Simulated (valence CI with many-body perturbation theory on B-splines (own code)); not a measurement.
Energy levels of O³⁺

Computed by relativistic CI+MBPT: three valence electrons over a frozen Dirac-Fock core [He], a basis of 11 s, 11 p, 9 d, 7 f, 5 g, 2 h, 1 i functions for each j, with the one-electron correlation potential Σ1 (screened to all orders), the two-electron term Σ2, the three-electron term Σ3, Breit, model QED; selected single and double excitations, second order for the rest, scaled by the run's own slope (own B-spline code, finite nucleus).

Against 43 measured levels this calculation errs by 73 cm⁻¹ on average and by 162 at most. These come from a selection out of Moore, Selected Tables of Atomic Spectra, NSRDS-NBS 3, section 10. Levels without a partner in it may be off by more.

Levels 1 to 45 of 64, with energies above the lowest level, 2s2.2p 2P°_1/2. "Leading %" is the weight of the configuration and term that name the level; weights of strongly mixed levels are sums over their largest components and can fall short. Lifetimes count E1, E2, E3, M1 and M2 decay at the calculated energies, and are blank where another channel may lead or the interval is too uncertain; long ones can be off by a factor of two.

| No. | Configuration | Term | J | E (cm⁻¹) | Leading % | Lifetime | Second component |
| --- | --- | --- | --- | --- | --- | --- | --- |
| 1 | 2s2.2p | 2P° | 1/2 | 0 | 95 |  |  |
| 2 | 2s2.2p | 2P° | 3/2 | 386 | 95 | 1930 s |  |
| 3 | 2s.2p2 | 4P | 1/2 | 71375 | 100 | 347 μs |  |
| 4 | 2s.2p2 | 4P | 3/2 | 71506 | 100 | 3.12 ms |  |
| 5 | 2s.2p2 | 4P | 5/2 | 71690 | 100 | 846 μs |  |
| 6 | 2s.2p2 | 2D | 5/2 | 127002 | 98 | 1.41 ns |  |
| 7 | 2s.2p2 | 2D | 3/2 | 127015 | 98 | 1.40 ns |  |
| 8 | 2s.2p2 | 2S | 1/2 | 164521 | 99 | 280 ps |  |
| 9 | 2s.2p2 | 2P | 1/2 | 180643 | 98 | 138 ps |  |
| 10 | 2s.2p2 | 2P | 3/2 | 180884 | 98 | 138 ps |  |
| 11 | 2p3 | 4S° | 3/2 | 231565 | 100 | 158 ps |  |
| 12 | 2p3 | 2D° | 5/2 | 255231 | 97 | 586 ps |  |
| 13 | 2p3 | 2D° | 3/2 | 255261 | 97 | 586 ps |  |
| 14 | 2p3 | 2P° | 1/2 | 289169 | 94 | 219 ps |  |
| 15 | 2p3 | 2P° | 3/2 | 289178 | 94 | 219 ps |  |
| 16 | 2s2.3s | 2S | 1/2 | 357563 | 91 | 124 ps | 6 % 2p2.3s 2S |
| 17 | 2s2.3p | 2P° | 1/2 | 390100 | 90 | 1.40 ns | 6 % 2p2.3p 2P° |
| 18 | 2s2.3p | 2P° | 3/2 | 390187 | 90 | 1.40 ns | 6 % 2p2.3p 2P° |
| 19 | 2s2.3d | 2D | 3/2 | 419487 | 92 | 28.2 ps | 6 % 2p2.3d 2D |
| 20 | 2s2.3d | 2D | 5/2 | 419504 | 92 | 28.3 ps | 6 % 2p2.3d 2D |
| 21 | 2s.2p.3s | 4P° | 1/2 | 438784 | 97 | 98.3 ps |  |
| 22 | 2s.2p.3s | 4P° | 3/2 | 438919 | 97 | 98.3 ps |  |
| 23 | 2s.2p.3s | 4P° | 5/2 | 439166 | 97 | 98.1 ps |  |
| 24 | 2s.2p.3s | 2P° | 1/2 | 452745 | 92 | 142 ps |  |
| 25 | 2s.2p.3s | 2P° | 3/2 | 453010 | 92 | 142 ps |  |
| 26 | 2s.2p.3p | 2P | 1/2 | 467164 | 94 | 87.1 ps |  |
| 27 | 2s.2p.3p | 2P | 3/2 | 467280 | 94 | 86.8 ps |  |
| 28 | 2s.2p.3p | 4D | 1/2 | 468275 | 97 | 4.49 ns |  |
| 29 | 2s.2p.3p | 4D | 3/2 | 468354 | 98 | 5.70 ns |  |
| 30 | 2s.2p.3p | 4D | 5/2 | 468490 | 98 | 9.90 ns |  |
| 31 | 2s.2p.3p | 4D | 7/2 | 468699 | 98 | 9.87 ns |  |
| 32 | 2s.2p.3p | 4S | 3/2 | 474422 | 99 | 5.91 ns |  |
| 33 | 2s.2p.3p | 4P | 1/2 | 478749 | 97 | 3.65 ns |  |
| 34 | 2s.2p.3p | 4P | 3/2 | 478843 | 97 | 3.64 ns |  |
| 35 | 2s.2p.3p | 4P | 5/2 | 478972 | 97 | 3.59 ns |  |
| 36 | 2s.2p.3p | 2D | 3/2 | 482633 | 96 | 81.6 ps |  |
| 37 | 2s.2p.3p | 2D | 5/2 | 482888 | 96 | 81.6 ps |  |
| 38 | 2s2.4s | 2S | 1/2 | 485712 | 82 | 402 ps | 11 % 2s.2p.3p 2S |
| 39 | 2s.2p.3p | 2S | 1/2 | 492922 | 86 | 78.0 ps | 9 % 2s2.4s 2S |
| 40 | 2s.2p.3d | 4F° | 3/2 | 495109 | 98 | 10.1 ns |  |
| 41 | 2s.2p.3d | 4F° | 5/2 | 495186 | 98 | 8.73 ns |  |
| 42 | 2s.2p.3d | 4F° | 7/2 | 495298 | 98 | 8.56 ns |  |
| 43 | 2s.2p.3d | 4F° | 9/2 | 495452 | 98 | 12.7 ns |  |
| 44 | 2s.2p.3d | 4D° | 1/2 | 499684 | 97 | 19.1 ps |  |
| 45 | 2s.2p.3d | 4D° | 3/2 | 499712 | 97 | 19.1 ps |  |

The ionisation energy to 2s2 1S_0 of the next ion comes out as 77.404 eV (NIST: 77.4135 eV (measured)). All 64 levels together are meant to be complete up to 534858 cm⁻¹.
